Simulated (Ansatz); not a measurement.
Isomers of H9Au5⁺ (doublet), relaxed with PBE-D4/def2-SVP; total energies from Ansatz at PBE-QIDH/def2-TZVP.

```tsv
isomer	description	energy (Eh)
A	point group not assigned; 15 × Au–H 1.60 to 1.94 Å	-682.86638
B	point group not assigned; 13 × Au–H 1.60 to 1.87 Å	-682.86104
C	point group not assigned; 13 × Au–H 1.60 to 1.87 Å	-682.86089
D	point group not assigned; 15 × Au–H 1.59 to 1.94 Å	-682.85594
E	point group not assigned; 13 × Au–H 1.59 to 1.86 Å	-682.85093
```

In the def2 sets Au takes a core potential; there is no spin–orbit coupling. Correlated methods freeze no core orbitals; core or outer-core shells of Au are correlated, in sets that lack core-valence functions.

The isomers come from a short search, and lower ones may exist.

Task: Work out the relative energies (1 Eh = 2625.5 kJ/mol) and the Boltzmann populations at 298 K from electronic energies alone (R = 8.314 J/mol/K).

Result: ΔE: A 0.0, B 14.0, C 14.4, D 27.4, E 40.6 kJ/mol. RT = 2.48 kJ/mol. Factors exp(−ΔE/RT): A 1, B 0.00353, C 0.00301, D 1.59e-05, E 7.77e-08; sum 1.007. Populations: A 99.3 %, B 0.4 %, C 0.3 %, D 0.0 %, E 0.0 %. Zero-point energy, vibrational entropy and symmetry numbers are left out and can shift these; an error of 4 kJ/mol changes a ratio by a factor of 5.0. Over the other density-functional and correlated levels in def2 sets, the gap between A and B ranges from 3 to 18 kJ/mol.
